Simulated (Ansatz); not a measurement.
Mulliken charges of CH4AlBO, SMILES `[BH]1O[CH2][AlH]1` from PBE/def2-TZVPP in Ansatz (PBE0-D4/def2-TZVP geometry).

| atom | x (Å) | y (Å) | z (Å) | charge (e) |
| --- | --- | --- | --- | --- |
| B1 | -1.072 | 0.609 | -0.753 | -0.001 |
| O2 | 0.094 | 1.140 | -0.317 | -0.134 |
| C3 | 0.936 | 0.178 | 0.411 | -0.179 |
| Al4 | -0.459 | -1.227 | 0.125 | 0.210 |
| H5 | -1.836 | 1.304 | -1.358 | 0.016 |
| H6 | 1.122 | 0.583 | 1.410 | 0.091 |
| H7 | 1.899 | 0.119 | -0.103 | 0.091 |
| H8 | -0.592 | -2.764 | 0.528 | -0.093 |

Q: By hand: the dipole of these point charges (1 e Å = 4.8032 D).

A: Σ q r = (0.025, -0.101, 0.044) e Å, of length 0.113 e Å = 0.54 D.

Q: How does the dipole of the full density compare? (Estimate.)

A: The calculation gave: (0.123, -0.209, 0.127) e Å, 1.31 D; the point charges give 0.41 times that, at 16° from its direction.

Point charges leave out the atoms' own dipoles, such as those of lone pairs, and Mulliken's split depends on the basis, so the two needn't agree.
